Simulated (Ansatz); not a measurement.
Born–Oppenheimer molecular dynamics of C₂H₁₂N₂Si₂ (18 atoms, charge 0, multiplicity 1). It starts from a relaxed structure.

All numbers below come from Ansatz 0.2.0, RKS B3LYP-D4/STO-3G.

| Quantity | Value |
| --- | --- |
| ensemble | NVT, Langevin thermostat |
| time step | 0.25 fs |
| steps asked | 249 |
| set temperature | 300 K |
| friction | 0.001 /fs |
| temperature schedule | 61 steps to 300 K, then 187 steps to 10 K |
| seed | 732163 |

First frame:

```xyz
18
Properties=species:S:1:pos:R:3
Si 0.015 -0.010 -0.080
H 0.356 0.066 1.332
N 1.495 0.109 -1.089
C 2.321 -1.137 -1.185
H 1.687 -1.979 -1.513
H 3.119 -0.997 -1.939
H 2.816 -1.432 -0.232
C 2.377 1.269 -0.730
H 3.161 1.397 -1.499
H 1.774 2.194 -0.701
H 2.887 1.163 0.254
N -1.027 1.390 -0.372
H -1.195 1.534 -1.397
H -0.575 2.281 -0.052
Si -1.087 -1.915 -0.600
H -2.401 -1.915 0.002
H -1.246 -2.060 -2.028
H -0.379 -3.076 -0.110
```

Problem. How far do the bonds stretch over the last three quarters of this one trajectory? (Pairs bonded in most of those frames.)

Solution. 
```tsv
bond	mean (Å)	spread (Å)	shortest	longest
Si1–H2	1.457	0.015	1.43	1.48
Si1–N3	1.805	0.022	1.78	1.84
Si1–N12	1.786	0.048	1.72	1.85
Si1–Si15	2.283	0.024	2.23	2.31
N3–C4	1.512	0.012	1.50	1.53
N3–C8	1.509	0.012	1.48	1.53
C4–H5	1.105	0.020	1.07	1.14
C4–H6	1.109	0.014	1.08	1.13
C4–H7	1.107	0.006	1.10	1.12
C8–H9	1.108	0.034	1.05	1.16
C8–H10	1.106	0.012	1.08	1.13
C8–H11	1.115	0.010	1.10	1.13
N12–H13	1.051	0.016	1.02	1.08
N12–H14	1.051	0.020	1.02	1.09
Si15–H16	1.446	0.035	1.40	1.50
Si15–H17	1.444	0.016	1.42	1.47
Si15–H18	1.446	0.014	1.42	1.47
```

Mean temperature of the second half: 137 K. The schedule's set-point averaged 105 K over the second half and the system 137 K, so it lags behind the ramp. A run of 0.062 ps of so small a system gives no equilibrium averages. Limits of this set-up: minimal basis.

The run took 14 min on 1 thread of Intel(R) Xeon(R) Platinum 8488C (Sapphire Rapids), with other jobs on the host, peak memory 0.16 GiB.
